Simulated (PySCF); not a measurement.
[Gd(H2O)8]3+ at several levels of theory

Computed with PySCF 2.14.0 (density fitting, no spin-orbit coupling) at the geometry relaxed with TPSS:

```xyz
25
[Gd(H2O)8]3+ (singlet in the valence; each metal's 4f electrons, 7 of them, lie in its core potential, out of spins and levels)
Gd    0.0000    0.0000    0.0005
O     2.0593    0.0087    1.3369
H     2.2560    0.5818    2.1088
H     2.8651   -0.5386    1.2165
O    -0.0087    2.0593    1.3369
H    -0.5818    2.2560    2.1088
H     0.5386    2.8651    1.2165
O    -2.0593   -0.0087    1.3369
H    -2.2560   -0.5818    2.1088
H    -2.8651    0.5386    1.2165
O     0.0087   -2.0593    1.3369
H     0.5818   -2.2560    2.1088
H    -0.5386   -2.8651    1.2165
O     1.4492    1.4634   -1.3362
H     2.4058    1.6473   -1.2179
H     1.1810    2.0070   -2.1081
O    -1.4634    1.4492   -1.3362
H    -1.6473    2.4058   -1.2179
H    -2.0070    1.1810   -2.1081
O    -1.4492   -1.4634   -1.3362
H    -2.4058   -1.6473   -1.2179
H    -1.1810   -2.0070   -2.1081
O     1.4634   -1.4492   -1.3362
H     1.6473   -2.4058   -1.2179
H     2.0070   -1.1810   -2.1081
```

```json
{"level": "TPSS", "basis": "Gd lcecp-1-SVP with ECP53, O def2-SVP, H def2-SVP", "state": "singlet", "HOMO (eV)": "-19.37", "gap (eV)": "7.16", "charge on Gd1 (e)": "0.81", "population of f-type functions on Gd1 (polarisation alone where 4f lies in the core)": "0.05", "dipole about the centre of mass (D)": "0.01", "largest force component (eV/Å)": "0.01"}
{"level": "revPBE", "basis": "the same", "state": "singlet", "HOMO (eV)": "-19.21", "gap (eV)": "6.86", "charge on Gd1 (e)": "0.77", "population of f-type functions on Gd1 (polarisation alone where 4f lies in the core)": "0.06", "dipole about the centre of mass (D)": "0.01", "largest force component (eV/Å)": "0.11"}
{"level": "PBE0", "basis": "Gd def2-SVP with ECP28, O def2-SVP, H def2-SVP", "state": "octet", "HOMO (eV)": "-21.08", "gap (eV)": "9.19", "charge on Gd1 (e)": "1.45", "population of f-type functions on Gd1 (polarisation alone where 4f lies in the core)": "7.05", "dipole about the centre of mass (D)": "0.01", "largest force component (eV/Å)": "0.47"}
```

In the lcecp rows the 4f levels are missing from HOMO and gap, and the state counts the valence alone.

HOMO and gap are taken over both spins. Charges are Mulliken's, which hang on the basis. The relaxation used the grid (50, 194), these runs (75, 302) or, all-electron (x2c bases, spin-free X2C Hamiltonian), (99, 590).

**Question.** A further run in the first row's basis gives HOMO (eV) -20.12, gap (eV) 8.27, charge on Gd1 (e) 0.92, population of f-type functions on Gd1 (polarisation alone where 4f lies in the core) 0.05, dipole about the centre of mass (D) 0.01, largest force component (eV/Å) 0.19. Which level was it?
A. B3LYP
B. PBE
C. TPSSh

**Answer.** C. The others give HOMO -19.24 eV (PBE); -20.83 eV (B3LYP).

In the first row's basis the gap widens with exact exchange: 6.8 to 7.2 eV for PBE, revPBE, TPSS (none); 8.3 to 9.1 eV for TPSSh, B3LYP (a fixed share).

No frequency check is given that shows the relaxed geometry to be a minimum. An lcecp potential fixes the number of 4f electrons, so in runs with it no electron can move into or out of that shell.

Rows with open f shells in the valence may stand above their lowest state, and their gaps can end on f levels.
